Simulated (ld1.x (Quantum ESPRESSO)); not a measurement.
**Sr (Z = 38): one change to a TM potential, before and after**

```json
{
  "Element": "strontium",
  "Generator": "ld1.x (Quantum ESPRESSO) 7.5",
  "Type": "norm-conserving Troullier–Martins (Kleinman–Bylander form)",
  "Functional": "PBE",
  "Relativity": "fully relativistic",
  "Frozen core": "[Kr]",
  "Valence charge": "2",
  "Reference configuration": "4d0 5s2 5p0",
  "Partial waves": "5s (bound): rc 3.90 bohr; 5p (bound, empty): rc 3.05 bohr; 4d (bound, empty): rc 2.80 bohr",
  "Local potential": "all-electron potential smoothed inside 2.35 bohr (lloc = -1)",
  "Core correction": "Bessel-smoothed model core inside 2.85 bohr"
}
```

Open shells are filled in proportion to 2j + 1 (rel_dist='average').

All-electron outer shells of the reference configuration (PBE, scalar-relativistic, ld1.x):

```csv
shell,level (eV),outermost node (bohr),outermost maximum (bohr)
4s,-40.90,0.59,1.19
4p,-22.82,0.61,1.33
5s,-3.53,1.65,3.72
5p,-1.28,1.96,4.83
4d,-1.28,0.65,2.12
```

Change: wave 4d (bound): rc 2.80 bohr becomes 4d (bound): rc 3.42 bohr.

Cutoffs: the cutoffs (Ry, on a coarse ladder) from which the occupation-weighted sum of valence levels, in a spherical-Bessel basis at the reference potential, stays within 10 and 1 mRy of its value at 400 Ry; they do not see the model core or the augmentation charge, which bear on the density cutoff. Errors are all-electron minus pseudo energies relative to the spin-unpolarised reference configuration.

Q: Predict the effect on cutoff, ghosts and configuration errors.

A: Both files are so soft that the ladder of cutoffs tells neither apart; both files keep a bound ghost (s); of the 7 tests that both files solve, the error grows in 0 and shrinks in 3 by more than 15 % and 0.3 meV (median size 9.4 → 7.2 meV); the range in which the d3/2 phases agree narrows (upper end 3.3 → 0.7); the range in which the d5/2 phases agree narrows (upper end 3.3 → 0.8). That the errors move this way runs against the usual rule that smaller radii transfer better.

| quantity | base | changed |
| --- | --- | --- |
| cutoff, loose | 6 Ry | 6 Ry |
| cutoff, tight | 8 Ry | 8 Ry |
| bound ghosts | s | s |
| error for 4d0 5s1 5p0, meV [ΔE 5.88 eV] | -5.5 | -5.5 |
| error for 4d0 5s1.5 5p0, meV [ΔE 2.34 eV] | -0.8 | -0.8 |
| error for 4d0 5s1 5p1, meV [ΔE 2.30 eV] | +7.2 | +7.2 |
| error for 4d1 5s1 5p0, meV [ΔE 2.32 eV] | -30 | -22 |
| error for 4d0.5 5s1.5 5p0, meV [ΔE 1.15 eV] | -9.4 | -6.7 |
| error for 4d1 5s0 5p0, meV [ΔE 7.65 eV] | -53 | -36 |
| error for 4d0 5s0 5p1, meV [ΔE 8.82 eV] | +238 | +238 |
| s: phases at 4.24 bohr within 0.05 rad from the reference energy up to (Ry; the scan ends near 5) | 1.1 | 1.1 |
| p1/2: phases at 4.24 bohr within 0.05 rad from the reference energy up to (Ry; the scan ends near 5) | -0.0 | -0.0 |
| p3/2: phases at 4.24 bohr within 0.05 rad from the reference energy up to (Ry; the scan ends near 5) | n/a | n/a |
| d3/2: phases at 4.24 bohr within 0.05 rad from the reference energy up to (Ry; the scan ends near 5) | 3.3 | 0.7 |
| d5/2: phases at 4.24 bohr within 0.05 rad from the reference energy up to (Ry; the scan ends near 5) | 3.3 | 0.8 |

Base: The cutoffs count occupied waves only; the empty 4d level needs 15 Ry at the loose tolerance. Changed file: The cutoffs count occupied waves only; the empty 4d level needs 12 Ry at the loose tolerance. A true bound ghost makes a file unfit for plane-wave use even where its test errors are small: the radial tests pick states by their node count and pass the ghost by.
